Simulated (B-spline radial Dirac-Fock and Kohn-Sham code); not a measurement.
Ni 2s: cross section and angular parameters

System: atomic nickel, [Ar] 3d8 4s2; threshold 1008.6 eV (tabulated edge). Method: Dirac-Hartree-Slater photoionisation with a Latter tail; cross sections with all multipoles, angular parameters from the dipole term and its interference with E2. Computed with a radial finite-basis atomic code.

For linearly polarised light dσ/dΩ = σ/(4π) [1 + β P₂(cos θ) + (δ + γ cos²θ) sin θ cos φ], with θ from the polarisation vector and φ the angle between the beam and the projection of the electron momentum on the plane normal to the polarisation.

| hν (eV) | σ (kb) | β | γ |
| --- | --- | --- | --- |
| 1090 | 115 | 1.999 | 0.711 |
| 1840 | 49.5 | 1.999 | -0.059 |
| 3890 | 11.5 | 1.999 | 0.299 |
| 4000 | 10.8 | 1.999 | 0.324 |
| 4100 | 10.3 | 1.999 | 0.347 |
| 4440 | 8.65 | 1.999 | 0.425 |
| 5820 | 4.72 | 1.999 | 0.721 |
| 7200 | 2.88 | 1.999 | 0.981 |
| 8000 | 2.24 | 1.999 | 1.120 |
| 12100 | ? | ? | ? |
| 15000 | 0.465 | 1.998 | 2.085 |

**Question.** Give the values at 12100 eV.

**Answer.** σ = 0.808 kb, β = 1.999, γ = 1.729. For an s subshell δ is negligible.
